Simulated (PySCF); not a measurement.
B(CCH)(Me)2 (C4H7B), SMILES C#CB(C)C. Coordinates come from a B3LYP-D3(BJ)/def2-SVP optimisation.

Computed equilibrium geometry at B3LYP-D3(BJ)/def2-SVP (PySCF confirms it by a frequency run) as Cartesian coordinates in Å, and its point group:
point group C2.
```xyz
12

B      0.0000     0.0000     0.4015
C      0.0000     0.0000    -1.1305
C      0.0000     0.0000    -2.3505
H      0.0000     0.0000    -3.4250
C      0.0125    -1.3710     1.1730
H      0.4373    -1.2976     2.1869
H     -1.0525    -1.6543     1.3028
H      0.4873    -2.1980     0.6241
C     -0.0125     1.3710     1.1730
H     -0.4373     1.2976     2.1869
H      1.0525     1.6543     1.3028
H     -0.4873     2.1980     0.6241
```
